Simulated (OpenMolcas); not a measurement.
## Co⁺: Racah parameters, the spin-orbit constant, worked from levels

```
Program             : OpenMolcas
Basis               : ANO-R2 [7s5p4d2f1g]
Scalar Hamiltonian  : X2C, finite nucleus
Active space        : 8 electrons in 5 orbitals (3d)
State averaging     : 2S+1 = 3 even, 10 roots; 2S+1 = 1 even, 15 roots
Spin-orbit coupling : RASSI with atomic mean-field integrals over the reference wave functions, term energies averaged over their components
```

Methods: CASSCF; SS-CASPT2, IPEA 0.25 Eh, imaginary shift 0.1 Eh (closed shells correlated: 3s 3p). Measured levels: NIST Handbook of Basic Atomic Spectroscopic Data.

**Racah parameters.** Above 3F, d8 has 3P at 15B, 1G at 12B + 2C and 1D at 5B + 2C. The first two fix B and C, and the third tests them; where it misses by thousands of cm-1, two parameters do not describe the configuration (Trees and configuration-interaction terms are left out) and B and C hang on the terms chosen. Term energies are centres of gravity, weighted by 2J + 1.

| Source | 3P | 1G | B | C | C/B | 1D from B, C | 1D found |
| --- | --- | --- | --- | --- | --- | --- | --- |
| CASSCF | 17056 | 21797 | 1137 | 4076 | 3.58 | 13837 | 13788 |
| SS-CASPT2 | 13343 | 18156 | 890 | 3741 | 4.20 | 11932 | 10004 |

Energies in cm-1. From CASSCF to SS-CASPT2, B changes by -21.7 % and C by -8.2 %.

**The spin-orbit constant.** For the Hund term 3F of d8, E(J) = (A/2) J(J+1) + constant and ζ = -2S·A = -2A. From J = 2 to J = 4 the energy changes by 7 A.

| Source | E(4) - E(2) | A | ζ |
| --- | --- | --- | --- |
| CASSCF | -1640.6 | -234.4 | 469 |
| SS-CASPT2 | -1625.0 | -232.1 | 464 |
| measured | -1597.2 | -228.2 | 456 |

All in cm-1. SS-CASPT2 is off by +1.7 % and CASSCF by +2.7 %. Both methods take the spin-orbit matrix elements from the reference wave functions, so the second can move ζ only through the term energies and any multistate remixing. Second-order mixing with other terms is absorbed into this ζ.

CASPT2 breaks the degeneracy within a term, and the mean is taken; among the terms shown or strongly mixed into the levels shown the widest spread is 1200 cm-1 (3d8 3F, SS-CASPT2). Without dynamic correlation excited terms often stand tens of per cent too high (terms of higher spin than the ground term too low), and those without a measured partner can miss by more than the paired ones (holds for CASSCF). Computed and measured levels are paired by configuration, term and J; levels that our copy of the source lacks, or whose pairing is in doubt (as where it misses far off the trend of its configuration), stay unpaired and out of the deviations. Only configurations of the active space appear.
